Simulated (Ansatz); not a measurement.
`[F][Hf]([Cl])([Cl])[Br]` + H–F → `[F][Hf]([F])([Cl])[Cl]` + HBr at 298.15 K and 1 bar (ligand exchange at the Hf–Br bond).

Isolated molecules relaxed with PBE0-D4/def2-TZVP in Ansatz; ΔE leaves out vibrations. CCSD(T)/CBS adds triple-zeta CCSD(T) − MP2 to the extrapolated MP2 energy (def2 sets, frozen cores). This one scheme is used for every species. Elements past krypton have def2 core potentials. For Br, Hf outer-core shells are correlated without core-valence functions, which leaves a few kJ/mol of doubt a bond. Scalar relativity is left out up to krypton.

| species | CCSD(T)/CBS energy (Eh) | H − E (kJ/mol) | S (J/(mol·K)) |
| --- | --- | --- | --- |
| `[F][Hf]([Cl])([Cl])[Br]` | -3640.88543 | 36.1 | 395.7 |
| H–F | -100.39570 | 33.5 | 173.6 |
| `[F][Hf]([F])([Cl])[Cl]` | -1167.36631 | 37.7 | 366.9 |
| HBr | -2573.91920 | 24.6 | 198.6 |

H − E and S are ideal-gas, rigid-rotor, harmonic terms from PBE0-D4/def2-TZVP. 1 Eh = 2625.50 kJ/mol, R = 8.31446 J/(mol·K).

Question: By hand: ΔE, ΔH, ΔS and ΔG.

Answer: ΔE = (-1167.36631) + (-2573.91920) − (-3640.88543) − (-100.39570) = -0.00438 Eh = -11.5 kJ/mol. Δ(H − E) = 37.7 + 24.6 − 36.1 − 33.5 = -7.3, so ΔH = -18.8 kJ/mol. ΔS = 366.9 + 198.6 − 395.7 − 173.6 = -3.8 J/(mol·K). ΔG = -18.8 − 298.15 × (-3.8)/1000 = -17.7 kJ/mol.

Question: By hand: the equilibrium constant, and the temperature at which ΔG would vanish if ΔH and ΔS stayed fixed.

Answer: log₁₀ K = −ΔG/(RT ln 10) = 3.1. ΔG = 0 at ΔH/ΔS = 4947 K, far beyond where these terms or the molecules hold.

The number of gas molecules stays the same, so ΔS is small and ΔH decides. A doubt of 5 kJ/mol in ΔE shifts log₁₀ K by 0.9 here. These are equilibria of isolated gas molecules and say nothing of rates. Largest T1 diagnostic: 0.015 (customary marks: 0.02 for closed shells, 0.045 for open ones).
